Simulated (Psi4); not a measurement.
HCl3HfO (SMILES [OH][Hf]([Cl])([Cl])[Cl]), singlet, at a GFN2-xTB geometry (such geometries of metal compounds can be far from the true shape) (core potentials on Hf); Psi4 1.11 with PBE0/def2-SV(P).

Here is a job for Psi4.
```
memory 2 GB

molecule {
0 1
  Hf   -0.14925711    0.14034048    0.03130687
  Cl    1.67998636    1.13370639   -0.80467477
  Cl    0.56239264   -0.67929444    1.99434686
  Cl   -0.64878279   -1.60501277   -1.29865558
  O    -1.72626897    1.07595861    0.00766214
  H    -2.53447159    0.84803059   -0.46267216
}

set basis def2-sv(p)
set dft_radial_scheme becke

energy('pbe0')
print_variables()
```

Output, abridged:

```
   => Loading Basis Set <=

    Name: DEF2-SV(P)
    Role: ORBITAL
    Keyword: BASIS

    !!!  WARNING: ECP capability is in beta. Please check occupations closely.  !!!

         ---------------------------------------------------------
                                   SCF
               by Justin Turney, Rob Parrish, Andy Simmonett
                          and Daniel G. A. Smith
                              RKS Reference
         ---------------------------------------------------------

  ==> Geometry <==

    Molecular point group: c1
    Full point group: C1

    Geometry (in Angstrom), charge = 0, multiplicity = 1:

       Center              X                  Y                   Z               Mass
    ------------   -----------------  -----------------  -----------------  -----------------
         HF          -0.144957373462     0.130126571198     0.026407847742   179.946557000000
         CL           1.684286096538     1.123492481198    -0.809573792258    34.968852682000
         CL           0.566692376538    -0.689508348802     1.989447837742    34.968852682000
         CL          -0.644483053462    -1.615226678802    -1.303554602258    34.968852682000
         O           -1.721969233462     1.065744701198     0.002763117742    15.994914619570
         H           -2.530171853462     0.837816681198    -0.467571182258     1.007825032230

  Running in c1 symmetry.

  Rotational constants: A =      0.05006  B =      0.04665  C =      0.03687 [cm^-1]
  Rotational constants: A =   1500.74534  B =   1398.65822  C =   1105.47069 [MHz]
  Nuclear repulsion =  377.440365869371817

  Charge       = 0
  Multiplicity = 1
  Electrons    = 72
  Nalpha       = 36
  Nbeta        = 36

  ==> Algorithm <==

  SCF Algorithm Type is DF.
  DIIS enabled.
  MOM disabled.
  Fractional occupation disabled.
  Guess Type is SAD.
  Energy threshold   = 1.00e-06
  Density threshold  = 1.00e-06
  Integral threshold = 1.00e-12

  ==> Primary Basis <==

  Basis Set: DEF2-SV(P)
    Blend: DEF2-SV(P)
    Number of shells: 43
    Number of basis functions: 95
    Number of Cartesian functions: 101
    Spherical Harmonics?: true
    Max angular momentum: 2

  Core potential: DEF2-SV(P)
    Number of shells: 4
    Number of ECP primitives: 10
    Number of ECP core electrons: 60
    Max angular momentum: 3

  ==> DFT Potential <==

   => LibXC <=

    Version 7.1.2
    S. Lehtola, C. Steigemann, M. J. T. Oliveira, and M. A. L. Marques,  SoftwareX 7, 1–5 (2018) (10.1016/j.softx.2017.11.002)

   => Composite Functional: PBE0 <=

    PBE0 Hyb-GGA Exchange-Correlation Functional

    C. Adamo and V. Barone,  J. Chem. Phys. 110, 6158 (1999) (10.1063/1.478522)
    M. Ernzerhof and G. E. Scuseria,  J. Chem. Phys. 110, 5029 (1999) (10.1063/1.478401)

    Deriv               =              1
    GGA                 =           TRUE
    Meta                =          FALSE

    Exchange Hybrid     =           TRUE
    MP2 Hybrid          =          FALSE

   => Exchange Functionals <=

    0.7500   Perdew, Burke & Ernzerhof

   => Exact (HF) Exchange <=

    0.2500               HF

   => Correlation Functionals <=

    1.0000   Perdew, Burke & Ernzerhof

   => LibXC Density Thresholds  <==

    XC_HYB_GGA_XC_PBEH:  1.00E-15

   => Molecular Quadrature <=

    Radial Scheme          =          BECKE
    Pruning Scheme         =           NONE
    Nuclear Scheme         =       TREUTLER

    Blocking Scheme        =         OCTREE
    BS radius alpha        =              1
    Pruning alpha          =              1
    Radial Points          =             75
    Spherical Points       =            302
    Total Points           =         114671
    Total Blocks           =            937
    Max Points             =            256
    Max Functions          =             87
    Weights Tolerance      =       1.00E-15

   => Loading Basis Set <=

    Name: (DEF2-SV(P) AUX)
    Role: JKFIT
    Keyword: DF_BASIS_SCF

  ==> Integral Setup <==

[...]
  Using in-core AOs.

  ==> MemDFJK: Density-Fitted J/K Matrices <==

    J tasked:                   Yes
    K tasked:                   Yes
    wK tasked:                   No
    Algorithm:                 Core
    Schwarz Cutoff:           1E-12
    Mask sparsity (%):       5.5845
    Fitting Condition:        1E-10

   => Auxiliary Basis Set <=

  Basis Set: (DEF2-SV(P) AUX)
    Blend: DEF2-UNIVERSAL-JKFIT
    Number of shells: 190
    Number of basis functions: 706
    Number of Cartesian functions: 919
    Spherical Harmonics?: true
    Max angular momentum: 6

  Minimum eigenvalue in the overlap matrix is 1.3425497680E-02.
  Reciprocal condition number of the overlap matrix is 3.1979049278E-03.
    Using symmetric orthogonalization.

  ==> Pre-Iterations <==

  SCF Guess: Superposition of Atomic Densities via on-the-fly atomic UHF (no occupation information).

   -------------------------
    Irrep   Nso     Nmo
   -------------------------
     A         95      95
   -------------------------
    Total      95      95
   -------------------------

  ==> Iterations <==

                           Total Energy        Delta E     RMS |[F,P]|

   @DF-RKS iter SAD: -1503.19526033313196   -1.50320e+03   0.00000e+00
   @DF-RKS iter   1: -1503.44222726137741   -2.46967e-01   7.78662e-03 DIIS/ADIIS
   @DF-RKS iter   2: -1502.82291831959174    6.19309e-01   1.50206e-02 DIIS/ADIIS
   @DF-RKS iter   3: -1503.64881193156134   -8.25894e-01   1.76891e-03 DIIS/ADIIS
   @DF-RKS iter   4: -1503.66335773216633   -1.45458e-02   3.41759e-04 DIIS/ADIIS
   @DF-RKS iter   5: -1503.66381118612503   -4.53454e-04   7.02722e-05 DIIS
   @DF-RKS iter   6: -1503.66383088512134   -1.96990e-05   2.59085e-05 DIIS
   @DF-RKS iter   7: -1503.66383403934810   -3.15423e-06   9.05930e-06 DIIS
   @DF-RKS iter   8: -1503.66383440821210   -3.68864e-07   2.56795e-06 DIIS
   @DF-RKS iter   9: -1503.66383444458734   -3.63752e-08   4.42173e-07 DIIS
  Energy and wave function converged.

  ==> Post-Iterations <==

   Electrons on quadrature grid:
      Ntotal   =   71.9999646569 ; deviation = -3.534e-05

    Orbital Energies [Eh]
    ---------------------

    Doubly Occupied:

[...]
    Virtual:

[...]
    Final Occupation by Irrep:
              A
    DOCC [    36 ]
    NA   [    36 ]
    NB   [    36 ]

  @DF-RKS Final Energy: -1503.66383444458734

   => Energetics <=

    Nuclear Repulsion Energy =            377.4403658693718171
    One-Electron Energy =               -2842.2119559559860136
    Two-Electron Energy =                1036.2187834378430580
    DFT Exchange-Correlation Energy =     -75.1110277958161134
    Empirical Dispersion Energy =           0.0000000000000000
    VV10 Nonlocal Energy =                  0.0000000000000000
    Total Energy =                      -1503.6638344445873372

Computation Completed

Properties will be evaluated at   0.000000,   0.000000,   0.000000 [a0]

Properties computed using the SCF density matrix

 Multipole Moments:

 ------------------------------------------------------------------------------------
     Multipole            Electronic (a.u.)      Nuclear  (a.u.)        Total (a.u.)
 ------------------------------------------------------------------------------------

 L = 1.  Multiply by 2.5417464519 to convert [e a0] to [Debye]
 Dipole X            :        -18.5144572           17.5083275           -1.0061297
 Dipole Y            :         17.5782033          -17.3020114            0.2761918
 Dipole Z            :          3.9934191           -4.2162464           -0.2228274
 Magnitude           :                                                    1.0668791

 ------------------------------------------------------------------------------------

  Variable Map:
  ----------------------------------------------------------------------------
[...]
  Array Variable Map:
  ----------------------------------------------------------------------------
[...]
[...]
```
